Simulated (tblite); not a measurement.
Species: C₆H₁₃OP.
Numbering: `[CH3:1][CH2:2][P@@:3]1(=[O:4])[CH2:5][CH2:6][C@@H:7]1[CH3:8]` (hydrogens: H9, H10, H11 on C1; H12, H13 on C2; H14, H15 on C5; H16, H17 on C6; H18 on C7; H19, H20, H21 on C8)

Computed geometry: GFN2-xTB, gas phase.

Problem. What internal coordinates does the optimisation give?

Solution. 
```csv
bond,length (bohr),order
C1–C2,2.874,single
C2–P3,3.484,single
P3=O4,2.770,double
P3–C5,3.509,single
C5–C6,2.916,single
C6–C7,2.922,single
C7–C8,2.861,single
P3–C7,3.531,single
"C1–H9, C1–H10, C1–H11",2.057,single
C2–H12,2.066,single
C2–H13,2.059,single
C5–H14,2.056,single
C5–H15,2.055,single
C6–H16,2.059,single
C6–H17,2.060,single
C7–H18,2.063,single
"C8–H19, C8–H20, C8–H21",2.058,single
```

Bonds in one row agree within 0.02 bohr and their mean is given. Orders are formal, as drawn. A selection of angles:
```csv
angle,degrees
C2–C1–H9,109.4
C2–C1–H10,111.2
H9–C1–H10,108.9
H9–C1–H11,108.1
C1–C2–P3,108.1
C1–C2–H12,110.8
C1–C2–H13,111.9
P3–C2–H12,106.8
P3–C2–H13,110.1
H12–C2–H13,108.9
C2–P3–O4,114.2
C2–P3–C5,112.0
C2–P3–C7,112.4
O4–P3–C5,117.8
O4–P3–C7,117.6
C5–P3–C7,78.2
P3–C5–C6,89.1
P3–C5–H14,113.6
P3–C5–H15,115.9
C6–C5–H14,112.6
C6–C5–H15,115.1
H14–C5–H15,109.5
C5–C6–C7,99.0
C5–C6–H16,110.3
C5–C6–H17,114.4
C7–C6–H16,109.8
C7–C6–H17,114.4
H16–C6–H17,108.7
C6–C7–C8,116.1
C6–C7–H18,110.8
C8–C7–H18,111.1
P3–C7–C6,88.6
P3–C7–C8,116.1
P3–C7–H18,112.4
C7–C8–H19,109.3
C7–C8–H20,110.8
H19–C8–H20,109.0
H19–C8–H21,108.1
```

Torsions: C1–C2–P3–O4 56° (synclinal); C2–P3–C5–C6 125° (anticlinal); P3–C5–C6–C7 -19° (synperiplanar); C5–C6–C7–C8 137° (anticlinal); C2–P3–C7–C6 -125° (anticlinal).

P3 (phosphoryl phosphorus) has angles from 78.2° to 117.8°. The 4-membered ring P3–C5–C6–C7 has internal angles of 78.2° to 99.0°; it is puckered, 0.12 Å rms from its mean plane, widest ring torsion 19°. Of the pairs four or more bonds apart, O4···H19 is among the closest relative to their van der Waals radii: 2.77 Å, 102 % of the sum of Bondi's values. The 4 C–C bonds span 1.514 Å (C7–C8, drawn single) to 1.546 Å (C6–C7, drawn single), a spread of 0.032 Å. The C–P distances run from 1.844 Å (C2–P3, drawn single) to 1.868 Å (P3–C7, drawn single), a spread of 0.024 Å.

Point group: C1 (no symmetry element, even within 0.4 Å). Its GFN2-xTB frequencies are all real (lowest 57 cm⁻¹). One conformer, not necessarily the lowest.
